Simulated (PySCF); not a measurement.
SMILES C=CC[SiH2]Cl, GFN2-xTB optimised geometry. Atoms within 1.6 Å of the plane z = 0.0 Å (x, y, z in Å): C1 (1.94, -1.31, -1.03), C2 (1.19, -0.98, 0.00), C3 (-0.30, -0.98, 0.00), Si4 (-1.00, 0.80, 0.00), Cl5 (-3.02, 0.68, 0.01), H7 (3.02, -1.28, -0.99), H8 (1.65, -0.66, 0.92), H9 (-0.67, -1.52, -0.87), H10 (-0.66, -1.50, 0.89), H11 (-0.58, 1.51, -1.20), H12 (-0.58, 1.52, 1.20).

Level of theory: CAM-B3LYP/def2-TZVP run with PySCF. Cells within 0.4 Å of a nucleus heavier than hydrogen are left out (blank, or x).

Map of the deformation density (molecule minus spherical neutral atoms) (e/bohr³) on the plane z = 0.0 Å:

```
|1111111111111111111111111|
|1111111111111111111111111|
|1111111111111111111111111|
|1111111111111111111111111|
|1111111111111111111111111|
|1111111111111111111111111|
|1111111111111111111111111|
|1111111111111111111111111|
|1111121110111111111111111|
|1111132210110111111111111|
|11111xx43xx00011111111111|
|11111xx431x10011111111111|
|1111122211462101111111111|
|1111121111473300111111111|
|11111111111xx9xx101111111|
|1111111111142423201111111|
|1111111111110112211111111|
|1111111111111111111111111|
|1111111111111111111111111|
|1111111111111111111111111|
|1111111111111111111111111|
|1111111111111111111111111|
|1111111111111111111111111|
|1111111111111111111111111|
|1111111111111111111111111|
```
Scale: ten equal steps from -0.019 (start of '0') to 0.083 (end of '9'), in the order '0123456789'; x runs from -5.50 to 5.50, y from -5.50 (bottom) to 5.50 (top).
